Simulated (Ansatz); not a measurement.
Li₅Al₅⁺. Charge 1, multiplicity 2. Geometry PBE0-D4/def2-SVP; atoms count from 1.

```xyz
10

Li   -0.130    1.670    3.174
Li   -1.604    1.306   -3.613
Li   -1.306   -2.556    2.160
Li    1.801    2.031   -1.820
Li    0.817   -1.644   -2.701
Al    1.064    1.151    0.633
Al    0.669   -0.819    2.622
Al    0.270   -1.674   -0.049
Al   -0.344    0.445   -1.458
Al   -1.238    0.090    1.053
```

Another isomer (doublet) lies 1.46 eV lower at PBE0-D4/def2-TZVP; other spin states weren't run for this one.

(1) Estimate the Mulliken populations from the PBE0/def2-TZVP orbitals of Ansatz.

(2) Where does the spin sit?

(3) And the Mayer bond orders between bonded heavy atoms (over 0.3)?

Answers

(1) 
| atom | charge (e) | spin (α − β) |
| --- | --- | --- |
| Li1 | 0.64 | 0.00 |
| Li2 | 0.69 | 0.00 |
| Li3 | 0.64 | 0.00 |
| Li4 | 0.68 | 0.00 |
| Li5 | 0.68 | 0.00 |
| Al6 | -0.33 | 0.26 |
| Al7 | -0.24 | -0.01 |
| Al8 | -0.33 | 0.26 |
| Al9 | -1.25 | 0.10 |
| Al10 | -0.19 | 0.38 |
Mulliken values and Mayer orders depend strongly on the basis.

(2) Summed by element: Li 0.01, Al 0.99, of 1 unpaired in all. Largest on single atoms: Al10 0.38, Al6 0.26, Al8 0.26.

(3) Li2–Al9 0.44 (2.64 Å); Al6–Al7 0.35 (2.83 Å); Al6–Al9 0.64 (2.62 Å); Al6–Al10 0.59 (2.57 Å); Al7–Al8 0.35 (2.83 Å); Al7–Al10 0.68 (2.63 Å); Al8–Al9 0.65 (2.62 Å); Al8–Al10 0.59 (2.57 Å); Al9–Al10 0.61 (2.69 Å). Values over 0.3 also appear between atoms too far apart for a bond (Al6–Al8 0.35 at 3.01 Å; Al7–Al9 0.32 at 4.39 Å); they arise where an orbital or an unpaired electron spreads over both atoms.
